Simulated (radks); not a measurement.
The numbers below are computed, except where a source is named.
All-electron atom: N in [He] 2s2 2p3. Level of theory: scalar-relativistic Kohn-Sham, PBEsol, spin-unpolarised, spherical densities, point nucleus (a radial shooting solver on a logarithmic mesh with Libxc functionals). Some entries of the table are withheld. Estimate them.

| orbital | occ. | eigenvalue (Ry) | r(max) (bohr) | <r^2> (bohr^2) |
|---|---|---|---|---|
| 1s | 2 | (1) | (2) | 0.07173 |
| 2s | 2 | (3) | (4) | 2.127 |
| 2p | 3 | -0.51715 | (5) | 2.912 |

Answer. 
(1) 1s eigenvalue (Ry): -28.15653
(2) 1s r(max) (bohr): 0.1486
(3) 2s eigenvalue (Ry): -1.35648
(4) 2s r(max) (bohr): 1.015
(5) 2p r(max) (bohr): 0.9747
